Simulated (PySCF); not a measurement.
C5H12Si.
Numbering: `[CH2:1]=[CH:2][Si:3]([CH3:4])([CH3:5])[CH3:6]` (hydrogens: H7, H8 on C1; H9 on C2; H10, H11, H12 on C4; H13, H14, H15 on C5; H16, H17, H18 on C6)

Cartesian coordinates in Å at the PBE0-D3(BJ)/def2-SVP level; atoms count from 1:
```xyz
18
C5H12Si angstrom
C      2.173    0.864   -1.082
C      1.538    0.589    0.064
Si    -0.210   -0.087    0.186
C     -1.302    1.193    1.033
C     -0.871   -0.458   -1.536
C     -0.180   -1.660    1.223
H      3.194    1.262   -1.108
H      1.700    0.703   -2.058
H      2.084    0.777    1.001
H     -2.328    0.812    1.166
H     -1.355    2.121    0.442
H     -0.908    1.451    2.029
H     -0.917    0.454   -2.152
H     -1.890   -0.872   -1.475
H     -0.239   -1.193   -2.060
H      0.225   -1.465    2.228
H     -1.195   -2.072    1.344
H      0.447   -2.432    0.750
```

Method used: core-valence-separated Tamm–Dancoff BHandHLYP/aug-pcX-1 (pcseg-1 on H, def2-SVPD on Si) in PySCF, non-relativistic, gas phase, PBE0-D3(BJ)/def2-SVP geometry. Absolute energies from this functional tend to lie a few eV below measured edges; no shift was applied.

The lowest roots of each edge with f over 0.003 (five at most, numbered afresh; weaker and dark ones are left out), with transition dipoles (au) in the frame of the coordinates:

```tsv
root	edge	E (eV)	μx	μy	μz
1	C	282.04	0.0326	-0.0840	-0.0020
2	C	282.35	-0.0345	0.0885	0.0020
3	C	284.86	0.0004	0.0200	-0.0125
4	C	284.86	0.0150	-0.0092	-0.0150
5	C	284.88	0.0126	0.0053	0.0211
```

**Question.** What are the oscillator strengths?

**Answer.** f = (2/3) ΔE |μ|², with ΔE in hartree (27.2114 eV):

| root | ΔE (Eh) | \|μ\|² (au) | f | core hole on |
| --- | --- | --- | --- | --- |
| 1 | 10.3647 | 0.008123 | 0.056 | C2 |
| 2 | 10.3760 | 0.009026 | 0.062 | C1 |
| 3 | 10.4684 | 0.000556 | 0.004 | C4/C5/C6 |
| 4 | 10.4684 | 0.000535 | 0.004 | C4/C5/C6 |
| 5 | 10.4693 | 0.000632 | 0.004 | C4/C5/C6 |

**Question.** Molecules are fixed in this frame and the field points along (0, 1, 1)/√2. What effective strengths 3 f cos²θ do the roots have (θ between field and μ)?

**Answer.** root 1 (C2): 0.077, root 2 (C1): 0.085, root 3 (C4/C5/C6): 0.001, root 4 (C4/C5/C6): 0.006, root 5 (C4/C5/C6): 0.007. Averaged over all orientations cos²θ is 1/3, which gives f back. For degenerate partners only the sum has meaning, as the program may mix them freely.

Cost: about 40 s of CPU time on one thread; the machine was shared, so the figure is rough.
